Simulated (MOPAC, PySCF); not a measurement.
C₃H₅N, SMILES `C1=NCC1`, neutral singlet in the gas phase. 

Cartesian coordinates (Å):
```xyz
9

C      1.0999    -0.1754    -0.3030
N      0.4093    -1.2474    -0.4303
C     -0.8181    -0.5351     0.0466
C      0.0343     0.7593     0.1960
H      2.1605    -0.0631    -0.5196
H     -1.6047    -0.5068    -0.7079
H     -1.2143    -0.9576     0.9704
H      0.1614     1.1381     1.2114
H     -0.2283     1.5880    -0.4636
```
Charge 0, spin multiplicity 1.

All levels are single points at this geometry (B3LYP-D3(BJ)/def2-TZVP); Pople sets use spherical d functions. Orbital energies aren't observables, and empty levels follow the basis.

```
level                            HOMO (eV)  LUMO (eV)  gap (eV)  dipole (D)  vertical IE, Delta-SCF (eV)
-------------------------------  ---------  ---------  --------  ----------  ---------------------------
B3LYP-D3(BJ)/def2-TZVP in PySCF      -7.21      -0.39      6.82        2.39                            –
B3LYP/3-21G in PySCF                 -6.55       0.19      6.74        2.39                            –
B3LYP/6-31G* in PySCF                -6.86       0.07      6.93        2.28                         9.62
HF/3-21G in PySCF                   -10.93       4.71     15.64        2.67                            –
HF/STO-3G in PySCF                   -9.26       7.99     17.25        1.99                            –
AM1 in MOPAC                        -10.89       1.06     11.96        2.15                            –
PM3 in MOPAC                        -10.66       0.71     11.36        2.28                            –
PM6 in MOPAC                        -10.46       0.79     11.25        2.67                            –
PM7 in MOPAC                        -10.72       0.63     11.35        2.82                            –
```
